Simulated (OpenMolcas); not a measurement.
**Computed levels of W⁺**

```json
{
 "Program": "OpenMolcas 26.06",
 "Method": "SS-CASPT2, IPEA 0.25 Eh, imaginary shift 0.1 Eh (closed shells correlated: 5s 5p)",
 "Basis": "ANO-RCC-VQZP [9s8p6d4f3g2h]",
 "Scalar Hamiltonian": "DKH2, point nucleus",
 "Active space": "5 electrons in 6 orbitals (5d 6s)",
 "State averaging": "2S+1 = 6 even, 6 roots; 2S+1 = 4 even, 81 roots kept (CI in the orbitals of an earlier block); 2S+1 = 2 even, 125 roots kept (CI in the orbitals of an earlier block, 113 in the spin-orbit step)",
 "Spin-orbit coupling": "state interaction with AMFI integrals over the reference wave functions, term energies averaged over their components"
}
```

Spin-free terms above the lowest, with the occupations of the reference:

| Configuration | Term | E (cm-1) | Occupations |
| --- | --- | --- | --- |
| 5d4 6s | 6D | 0.0 | 5d 4.00 6s 1.00 |
| 5d5 | 6S | 4150 | 5d 5.00 |
| 5d4 6s | 4P(1) | 7730 | 5d 4.00 6s 1.00 |
| 5d4 6s | 4F(1) | 9510 | 5d 3.69 6s 1.31 |
| 5d4 6s | 4D(1) | 11740 | 5d 4.29 6s 0.71 |
| 5d4 6s | 4G | 14410 | 5d 4.32 6s 0.68 |
| 5d4 6s | 4H | 14730 | 5d 4.00 6s 1.00 |
| 5d4 6s | 2D(1) | 15470 | 5d 3.94 6s 1.06 |
| 5d4 6s | 2F(1) | 17340 | 5d 4.13 6s 0.87 |
| 5d4 6s | 4F(2) | 18120 | 5d 3.52 6s 1.48 |
| 5d4 6s | 2P | 18930 | 5d 3.66 6s 1.34 |
| 5d4 6s | 4D(2) | 19170 | 5d 4.05 6s 0.94 |
| 5d4 6s | 2H(1) | 20290 | 5d 3.89 6s 1.11 |
| 5d5 | 4G | 22840 | 5d 4.68 6s 0.32 |

With spin-orbit coupling, above the lowest level:

```json
{"Configuration": "5d4 6s", "Term": "6D", "J": "1/2", "E (cm-1)": "0.0", "Measured (cm-1)": "0.0", "Term weight %": "79", "Second": "15 4P(1)"}
{"Configuration": "5d4 6s", "Term": "6D", "J": "3/2", "E (cm-1)": "1650", "Measured (cm-1)": "1519", "Term weight %": "89", "Second": "8 4P(1)"}
{"Configuration": "5d4 6s", "Term": "6D", "J": "5/2", "E (cm-1)": "3420", "Measured (cm-1)": "3172", "Term weight %": "95", "Second": ""}
{"Configuration": "5d4 6s", "Term": "6D", "J": "7/2", "E (cm-1)": "4950", "Measured (cm-1)": "4716", "Term weight %": "92", "Second": "4 4F(1)"}
{"Configuration": "5d4 6s", "Term": "6D", "J": "9/2", "E (cm-1)": "6290", "Measured (cm-1)": "6147", "Term weight %": "85", "Second": "11 4F(1)"}
{"Configuration": "5d5", "Term": "6S", "J": "5/2", "E (cm-1)": "7790", "Measured (cm-1)": "7420", "Term weight %": "79", "Second": "13 5d4 6s 4P(1)"}
{"Configuration": "5d4 6s", "Term": "4P(1)", "J": "1/2", "E (cm-1)": "9490", "Measured (cm-1)": "", "Term weight %": "59", "Second": "17 6D"}
{"Configuration": "5d4 6s", "Term": "4P(1)", "J": "3/2", "E (cm-1)": "10760", "Measured (cm-1)": "", "Term weight %": "46", "Second": "25 4F(1)"}
{"Configuration": "5d4 6s", "Term": "4F(1)", "J": "3/2", "E (cm-1)": "12030", "Measured (cm-1)": "", "Term weight %": "62", "Second": "23 4P(1)"}
{"Configuration": "5d4 6s", "Term": "4F(1)", "J": "5/2", "E (cm-1)": "12810", "Measured (cm-1)": "", "Term weight %": "73", "Second": "11 4D(1)"}
{"Configuration": "5d4 6s", "Term": "4D(1)", "J": "1/2", "E (cm-1)": "13810", "Measured (cm-1)": "", "Term weight %": "65", "Second": "16 4P(1)"}
{"Configuration": "5d4 6s", "Term": "4F(1)", "J": "7/2", "E (cm-1)": "14170", "Measured (cm-1)": "", "Term weight %": "63", "Second": "9 4G"}
{"Configuration": "5d4 6s", "Term": "4P(1)", "J": "5/2", "E (cm-1)": "14590", "Measured (cm-1)": "", "Term weight %": "43", "Second": "23 4D(1)"}
{"Configuration": "5d4 6s", "Term": "4F(1)", "J": "9/2", "E (cm-1)": "15590", "Measured (cm-1)": "", "Term weight %": "50", "Second": "14 4H"}
{"Configuration": "5d4 6s", "Term": "4D(1)", "J": "3/2", "E (cm-1)": "15720", "Measured (cm-1)": "", "Term weight %": "68", "Second": "15 4P(1)"}
{"Configuration": "5d4 6s", "Term": "4G", "J": "5/2", "E (cm-1)": "15950", "Measured (cm-1)": "", "Term weight %": "25", "Second": "25 2D(1)"}
{"Configuration": "5d4 6s", "Term": "4H", "J": "7/2", "E (cm-1)": "16550", "Measured (cm-1)": "", "Term weight %": "53", "Second": "19 4F(1)"}
{"Configuration": "5d4 6s", "Term": "4G", "J": "5/2", "E (cm-1)": "17490", "Measured (cm-1)": "", "Term weight %": "44", "Second": "20 4D(1)"}
{"Configuration": "5d4 6s", "Term": "4D(1)", "J": "7/2", "E (cm-1)": "17560", "Measured (cm-1)": "", "Term weight %": "42", "Second": "24 4G"}
{"Configuration": "5d4 6s", "Term": "4H", "J": "9/2", "E (cm-1)": "17890", "Measured (cm-1)": "", "Term weight %": "43", "Second": "28 4F(1)"}
{"Configuration": "5d4 6s", "Term": "4H", "J": "11/2", "E (cm-1)": "18610", "Measured (cm-1)": "", "Term weight %": "57", "Second": "41 4G"}
{"Configuration": "5d4 6s", "Term": "4G", "J": "7/2", "E (cm-1)": "19010", "Measured (cm-1)": "", "Term weight %": "33", "Second": "31 4D(1)"}
{"Configuration": "5d4 6s", "Term": "2P", "J": "1/2", "E (cm-1)": "20180", "Measured (cm-1)": "", "Term weight %": "50", "Second": "22 4D(1)"}
{"Configuration": "5d4 6s", "Term": "4F(2)", "J": "3/2", "E (cm-1)": "20410", "Measured (cm-1)": "", "Term weight %": "59", "Second": "16 2D(1)"}
{"Configuration": "5d4 6s", "Term": "4G", "J": "9/2", "E (cm-1)": "20520", "Measured (cm-1)": "", "Term weight %": "52", "Second": "20 2G(1)"}
{"Configuration": "5d4 6s", "Term": "4H", "J": "13/2", "E (cm-1)": "20690", "Measured (cm-1)": "", "Term weight %": "90", "Second": "9 2I"}
{"Configuration": "5d4 6s", "Term": "2F(1)", "J": "5/2", "E (cm-1)": "20910", "Measured (cm-1)": "", "Term weight %": "62", "Second": "12 4G"}
{"Configuration": "5d4 6s", "Term": "2D(1)", "J": "3/2", "E (cm-1)": "21380", "Measured (cm-1)": "", "Term weight %": "41", "Second": "28 4F(2)"}
{"Configuration": "5d4 6s", "Term": "2F(1)", "J": "7/2", "E (cm-1)": "21460", "Measured (cm-1)": "", "Term weight %": "24", "Second": "22 4D(2)"}
{"Configuration": "5d4 6s", "Term": "2D(1)", "J": "5/2", "E (cm-1)": "21610", "Measured (cm-1)": "", "Term weight %": "47", "Second": "20 4F(2)"}
{"Configuration": "5d4 6s", "Term": "4G", "J": "11/2", "E (cm-1)": "22140", "Measured (cm-1)": "", "Term weight %": "53", "Second": "36 4H"}
{"Configuration": "5d4 6s", "Term": "4F(2)", "J": "5/2", "E (cm-1)": "22530", "Measured (cm-1)": "", "Term weight %": "64", "Second": "10 4G"}
{"Configuration": "5d4 6s", "Term": "4H", "J": "9/2", "E (cm-1)": "22630", "Measured (cm-1)": "", "Term weight %": "23", "Second": "23 2G(1)"}
{"Configuration": "5d4 6s", "Term": "4F(2)", "J": "7/2", "E (cm-1)": "23620", "Measured (cm-1)": "", "Term weight %": "48", "Second": "18 2G(1)"}
{"Configuration": "5d4 6s", "Term": "4D(2)", "J": "3/2", "E (cm-1)": "24010", "Measured (cm-1)": "", "Term weight %": "58", "Second": "11 2D(1)"}
{"Configuration": "5d4 6s", "Term": "2H(1)", "J": "9/2", "E (cm-1)": "24510", "Measured (cm-1)": "", "Term weight %": "46", "Second": "25 2G(1)"}
{"Configuration": "5d4 6s", "Term": "4D(2)", "J": "7/2", "E (cm-1)": "24910", "Measured (cm-1)": "", "Term weight %": "30", "Second": "26 2G(1)"}
{"Configuration": "5d4 6s", "Term": "2H(1)", "J": "11/2", "E (cm-1)": "25020", "Measured (cm-1)": "", "Term weight %": "71", "Second": "12 5d5 4G"}
{"Configuration": "5d5", "Term": "4G", "J": "7/2", "E (cm-1)": "25390", "Measured (cm-1)": "", "Term weight %": "28", "Second": "17 5d4 6s 2G(2)"}
{"Configuration": "5d4 6s", "Term": "4D(2)", "J": "5/2", "E (cm-1)": "25400", "Measured (cm-1)": "", "Term weight %": "77", "Second": "9 5d5 4G"}
```

Against the 5 measured excited levels shown (NIST Handbook of Basic Atomic Spectroscopic Data) the mean absolute deviation is 230 cm-1; the largest miss in energy is 5d5 6S 5/2: computed 7790, measured 7420 cm-1 (+5.0 %), and the largest in proportion 5d4 6s 6D 3/2 (+8.6 %).

Spin-orbit coupling puts the lowest level 5734 cm-1 below the lowest spin-free term.

For 6D the intervals divided by the larger J are 1100.0, 708.0, 437.2, 297.3 cm-1. Landé's interval rule makes them equal in pure LS coupling; they differ by 126 % of their mean. The multiplet is regular.

Term energies are means over components that CASPT2 splits; among the terms shown or strongly mixed into the levels shown the widest spread is 570 cm-1 (5d4 6s 2H(1)). Some high roots are left out of the spin-orbit mixing, which shifts the levels that they would mix with. Terms from blocks run as CI alone lack orbitals of their own. Configurations are named by rounded mean occupations; where the s occupation lies near a half they are strongly mixed, a name can repeat and a true partner stay unpaired. A single d shell beside an s shell can misplace configurations of different d count against each other. The CASPT2 spread within a term exceeds the gap to the next term for 5d4 6s 4F(2) and 5d4 6s 2G(1), so the order of their levels is uncertain. Computed and measured levels are paired by configuration, term and J; levels that our copy of the source lacks, or whose pairing is in doubt (as where it misses far off the trend of its configuration), stay unpaired and out of the deviations. Only configurations of the active space appear. The first state left out of the spin-orbit step lies near 43000 cm-1 above the lowest spin-free state of the reference (among the parities and spins computed), and the list stops at four fifths of that energy or lower. The table shows the lowest 40 of 68 levels.

The CASPT2 steps took 3.9 min on 1 thread of AMD EPYC 9R14 (Zen 4), with other jobs on the host; the integral step is not counted.

The term weight is that of the spin-free term in the level, not the purity of its configuration. A number in round brackets counts repeated terms of one configuration in the order of the reference energies.
